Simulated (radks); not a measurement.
Q: The mean radii <r> (bohr) of the occupied orbitals of an atom or ion are listed with their occupations. Method: non-relativistic Kohn-Sham, BLYP, spin-polarised, spherical densities, point nucleus; computed with a radial shooting solver on a logarithmic mesh with Libxc functionals.

| orbital | occ. | <r> |
|---|---|---|
| 1s up | 1 | 0.1751 |
| 1s down | 1 | 0.1751 |
| 2s up | 1 | 0.7738 |

Name the element and its charge. Open shells, if any, are filled with parallel spins first.

A: Z = 9, fluorine, charge +6: F6+ in [He] 2s1. The 1s radius gives Z: for a bare nucleus <r> = 1.5/Z, 0.1667 bohr for Z = 9, and screening makes it slightly larger (0.1751 here). The occupations add up to 3, and the charge is Z minus that.
